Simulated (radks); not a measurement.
All-electron atom: the calcium ion Ca19+ in 1s0.75 2p0.25 (fractional occupations, a model configuration). All-electron calculation, non-relativistic Kohn-Sham, r2SCAN, spin-polarised, spherical densities, point nucleus; open shells are filled with parallel spins first; meta-GGA in the generalised Kohn-Sham scheme. Program: a radial shooting solver on a logarithmic mesh with Libxc functionals.

Unscreened Slater integrals over Kohn-Sham orbitals (cm^-1). They are taken over the spin-up orbitals. Empty in this configuration: 2s.

F0(2p,2p): 780910
F2(2p,2p): 376980
F0(2p,1s): 1046900
G1(2p,1s): 214240
F0(2p,2s): 699760
G1(2p,2s): 383690
F0(1s,1s): 2747600
F0(1s,2s): 907140
G0(1s,2s): 92592
F0(2s,2s): 650580

Derived for the open shells (J is the average intra-shell exchange parameter used in DFT+U). 2p: J = F2/5 = 75400 cm^-1.
